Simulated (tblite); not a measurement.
Write Cartesian coordinates for `C=CC1=CC(C)=CC[SiH2]C1` as optimised with GFN2-xTB.

```
atom  x, y, z in Å
C1     3.4064   -0.3759    0.3557
C2     2.2358   -0.9413    0.6334
C3     0.9403   -0.5588    0.1008
C4    -0.1757   -1.0720    0.6487
C5    -1.5389   -0.7078    0.2622
C6    -2.4466   -1.8614   -0.0620
C7    -1.9659    0.5565    0.2473
C8    -1.1511    1.7307    0.6829
Si9    0.2863    2.1263   -0.5126
C10    0.8563    0.3912   -1.0539
H11    4.3162   -0.7167    0.8200
H12    3.5091    0.4498   -0.3279
H13    2.2071   -1.7527    1.3517
H14   -0.0902   -1.8375    1.4120
H15   -2.0467   -2.4343   -0.8993
H16   -3.4442   -1.5138   -0.3202
H17   -2.5209   -2.5345    0.7925
H18   -2.9822    0.7649   -0.0606
H19   -0.7000    1.5069    1.6530
H20   -1.7959    2.5972    0.8201
H21   -0.1559    2.8947   -1.6839
H22    1.3396    2.8682    0.1908
H23    1.8010    0.4246   -1.5905
H24    0.1045    0.0154   -1.7515
```

Any rigid rotation of these coordinates is as good. Atoms count from 1 in this order. Of the pairs four or more bonds apart, H12···H23 is among the closest relative to their van der Waals radii: 2.12 Å, 89 % of the sum of Bondi's values. Si9 (SiH2 silicon) is distorted tetrahedral (angles from 102.4° to 112.4°). The 7-membered ring C3–C4–C5–C7–C8–Si9–C10 has internal angles of 102.4° to 124.8°; it is puckered, 0.41 Å rms from its mean plane, widest ring torsion 75°. The C–C distances run from 1.329 Å (C1=C2, drawn double) to 1.503 Å (C5–C6, drawn single), a spread of 0.174 Å.

Bonds between heavy atoms (Å): C1=C2 1.329, C2–C3 1.452, C3=C4 1.345, C4–C5 1.463, C5–C6 1.503, C5=C7 1.335, C7–C8 1.494, C8–Si9 1.911, Si9–C10 1.905, C3–C10 1.498.

The geometry is computed with GFN2-xTB (gas phase).

Point group: C1 (no symmetry element, even within 0.4 Å). Its GFN2-xTB frequencies are all real (lowest 64 cm⁻¹). The numbers are those of one conformer (C1–C2–C3–C4 -169°, C3–C4–C5–C6 128°, C5–C7–C8–Si9 70°, C7–C8–Si9–C10 -37°, C8–Si9–C10–C3 -44°). 2 starts were optimised and ended at 0.00 and 0.02 kcal/mol (GFN2-xTB); the lowest of these is shown.

Hardware: Arm Neoverse V2, one thread, no GPU, shared host with 32 logical CPUs at a one-minute load of 26. Cost: 1.6 s of wall time. These figures are those of the optimisation.
